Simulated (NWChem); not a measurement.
System: C$_{3}$H$_{2}$F$_{2}$; SMILES FC=C=CF

Results from NWChem. Geometry: optimised at PBE0/def2-SVP. Hybrids' shares of exact exchange are those that their runs print; pure functionals count as 0. The functionals differ in more than this share.

```
row                 share of exact exchange  highest occupied level (eV)
------------------  -----------------------  ---------------------------
PBE/def2-SVP                           0.00                        -6.61
HCTH/407/def2-SVP                      0.00                        -6.82
TPSSh/def2-SVP                         0.10                     withheld
B3LYP/def2-SVP                         0.20                        -7.70
MPW1K/def2-SVP                         0.43                        -9.01
BHandHLYP/def2-SVP                     0.50                        -9.18
```

Fit a straight line of the last column on the one before it, predict the withheld value, and compare with the run.


1. Means of the 5 shown rows: x = 0.226, y = -7.864. Slope Σ(x − x̄)(y − ȳ)/Σ(x − x̄)² = -1.118/0.2195 = -5.093; intercept -6.713.
2. The shown rows scatter about the line by 0.090 (root mean square); the largest residual is -0.11, at MPW1K/def2-SVP.
3. At x = 0.10 (TPSSh/def2-SVP; inside the shown range) the line gives -7.22.
4. The run gives -7.22, 0.00 from the line, 0.0 times the scatter.
